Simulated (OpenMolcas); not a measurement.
Multiconfigurational calculation on C

Input:

```
&GATEWAY
Coord
1

C 0.0 0.0 0.0
Basis=ANO-RCC-VTZP
Group=XYZ
NoMove
AngMom=0.0 0.0 0.0
AMFI
&SEWARD
* reference wave functions (RASSCF and RASSI steps not shown): 4 electrons in 8 orbitals (2s 2p 3s 3p)
>>> COPY JOB001 $Project.JobIph
&CASPT2
Multistate=3 1 2 3
Frozen=0 0
IPEA=0.25
Imaginary=0.1
MaxIter=60
WThr=0.0 0.3 0.05
PrWF=0.5
NoMix
>>> COPY JOB002 $Project.JobIph
&CASPT2
Multistate=6 1 2 3 4 5 6
Frozen=0 0
IPEA=0.25
Imaginary=0.1
MaxIter=60
WThr=0.0 0.3 0.05
PrWF=0.5
NoMix
>>> COPY JOB003 $Project.JobIph
&CASPT2
Multistate=1 1
Frozen=0 0
IPEA=0.25
Imaginary=0.1
MaxIter=60
WThr=0.0 0.3 0.05
PrWF=0.5
NoMix
...
```

Output, cut to the results:

```
--- CASPT2 ---
Orbital specifications:
      -----------------------

      Symmetry species                           1   2
                                                ag  au
      Frozen orbitals                            0   0
      Inactive orbitals                          1   0
      Active orbitals                            2   6
      Secondary orbitals                        11  10
      Deleted orbitals                           0   0
      Number of basis functions                 14  16
Type of calculation                        MS-CASPT2
      Fock operator                              state-specific
      IPEA shift                                 0.25
      Real shift                                 0.00
      Imaginary shift                            0.10
      The input orbitals will be transformed to quasi-canonical
Reference energy:         -37.7446432628
      E2 (Non-variational):      -0.0529398844
      Shift correction:          -0.0000943635
      E2 (Variational):          -0.0530342479
      Total energy:             -37.7976775107
      Residual norm:              0.0000002455
      Reference weight:           0.98120
      Contributions to the CASPT2 correlation energy
      Active & Virtual Only:         -0.0464592676
      One Inactive Excited:          -0.0036015063
      Two Inactive Excited:          -0.0028791105
Reference energy:         -37.7446432628
      E2 (Non-variational):      -0.0529343269
      Shift correction:          -0.0000943347
      E2 (Variational):          -0.0530286616
      Total energy:             -37.7976719244
      Residual norm:              0.0000002439
      Reference weight:           0.98121
      Contributions to the CASPT2 correlation energy
      Active & Virtual Only:         -0.0464537453
      One Inactive Excited:          -0.0036014712
      Two Inactive Excited:          -0.0028791104
::    CASPT2 Root  1     Total energy:    -37.79767751
::    CASPT2 Root  2     Total energy:    -37.79767192
::    CASPT2 Root  3     Total energy:    -37.79767191
::    MS-CASPT2 Root  1     Total energy:    -37.79767751
::    MS-CASPT2 Root  2     Total energy:    -37.79767192
::    MS-CASPT2 Root  3     Total energy:    -37.79767191
--- CASPT2 ---
Orbital specifications:
      -----------------------

      Symmetry species                           1   2
                                                ag  au
      Frozen orbitals                            0   0
      Inactive orbitals                          1   0
      Active orbitals                            2   6
      Secondary orbitals                        11  10
      Deleted orbitals                           0   0
      Number of basis functions                 14  16
Type of calculation                        MS-CASPT2
      Fock operator                              state-specific
      IPEA shift                                 0.25
      Real shift                                 0.00
      Imaginary shift                            0.10
      The input orbitals will be transformed to quasi-canonical
Reference energy:         -37.6898399462
      E2 (Non-variational):      -0.0602415095
      Shift correction:          -0.0001169154
      E2 (Variational):          -0.0603584249
      Total energy:             -37.7501983710
      Residual norm:              0.0000001868
      Reference weight:           0.97756
      Contributions to the CASPT2 correlation energy
      Active & Virtual Only:         -0.0538414939
      One Inactive Excited:          -0.0035267274
      Two Inactive Excited:          -0.0028732882
Reference energy:         -37.6898399462
      E2 (Non-variational):      -0.0602637826
      Shift correction:          -0.0001169495
      E2 (Variational):          -0.0603807321
      Total energy:             -37.7502206783
      Residual norm:              0.0000001900
      Reference weight:           0.97755
      Contributions to the CASPT2 correlation energy
      Active & Virtual Only:         -0.0538635982
      One Inactive Excited:          -0.0035268853
      Two Inactive Excited:          -0.0028732992
::    CASPT2 Root  1     Total energy:    -37.75019837
::    CASPT2 Root  2     Total energy:    -37.75022068
::    CASPT2 Root  3     Total energy:    -37.75022124
::    CASPT2 Root  4     Total energy:    -37.75013451
::    CASPT2 Root  5     Total energy:    -37.75022762
::    CASPT2 Root  6     Total energy:    -37.70130027
::    MS-CASPT2 Root  1     Total energy:    -37.75030722
::    MS-CASPT2 Root  2     Total energy:    -37.75028164
::    MS-CASPT2 Root  3     Total energy:    -37.75021035
::    MS-CASPT2 Root  4     Total energy:    -37.75012489
::    MS-CASPT2 Root  5     Total energy:    -37.75007910
::    MS-CASPT2 Root  6     Total energy:    -37.70129949
--- CASPT2 ---
Orbital specifications:
      -----------------------

      Symmetry species                           1   2
                                                ag  au
      Frozen orbitals                            0   0
      Inactive orbitals                          1   0
      Active orbitals                            2   6
      Secondary orbitals                        11  10
      Deleted orbitals                           0   0
      Number of basis functions                 14  16
Type of calculation                        SS-CASPT2
      Fock operator                              state-specific
      IPEA shift                                 0.25
      Real shift                                 0.00
      Imaginary shift                            0.10
      The input orbitals will be transformed to quasi-canonical
Reference energy:         -37.6292425635
      E2 (Non-variational):      -0.0247286364
      Shift correction:          -0.0000268786
      E2 (Variational):          -0.0247555150
      Total energy:             -37.6539980784
      Residual norm:              0.0000001052
      Reference weight:           0.99352
...
```

Levels above the lowest, from the spin-orbit matrix with the single-state CASPT2 energies, averaged by term, on its diagonal:

| Configuration | Term | J | E (cm-1) | Measured (cm-1) | g | Term weight % |
| --- | --- | --- | --- | --- | --- | --- |
| 2s2 2p2 | 3P | 0 | 0.0 | 0.0 |  | 100 |
| 2s2 2p2 | 3P | 1 | 15.0 | 16.4 | 1.501 | 100 |
| 2s2 2p2 | 3P | 2 | 44.8 | 43.4 | 1.501 | 100 |
| 2s2 2p2 | 1D | 2 | 10450 | 10193 | 1.000 | 100 |
| 2s2 2p2 | 1S | 0 | 21180 | 21648 |  | 100 |
| 2s 2p3 | 5S* | 2 | 31560 | 33735 | 2.002 | 100 |
| 2s 2p3 | 3D* | 1 | 63120 | 64090 | 0.499 | 100 |
| 2s 2p3 | 3D* | 2 | 63130 | 64091 | 1.167 | 100 |
| 2s 2p3 | 3D* | 3 | 63130 | 64087 | 1.334 | 100 |
| 2s 2p3 | 3P* | 0 | 74470 | 75256 |  | 100 |
| 2s 2p3 | 3P* | 1 | 74480 | 75254 | 1.501 | 100 |
| 2s 2p3 | 3P* | 2 | 74490 | 75255 | 1.501 | 100 |

Against the 11 measured excited levels shown (NIST Handbook of Basic Atomic Spectroscopic Data) the mean absolute deviation is 740 cm-1; the largest miss in energy is 2s 2p3 5S* 2: computed 31560, measured 33735 cm-1 (-6.4 %), and the largest in proportion 2s2 2p2 3P1 (-8.7 %).

CASPT2 breaks the degeneracy within a term, and the mean is taken; among the terms shown or strongly mixed into the levels shown the widest spread is 100 cm-1 (2s 2p3 3D*). The run also gave levels led by 2s2 2p 3s, which use shells meant for correlation; these and all levels above them are left out. Computed and measured levels are paired by configuration, term and J; levels that our copy of the source lacks, or whose pairing is in doubt (as where it misses far off the trend of its configuration), stay unpaired and out of the deviations. Levels of configurations outside the active space are missing. The first state left out of the spin-orbit step lies near 110000 cm-1 above the lowest spin-free state of the reference (among the parities and spins computed), and the list stops at four fifths of that energy or lower. Levels above the ionisation energy that NIST lists (11.26 eV) are left out.

The term weight is that of the spin-free term in the level, not the purity of its configuration. * marks odd parity.
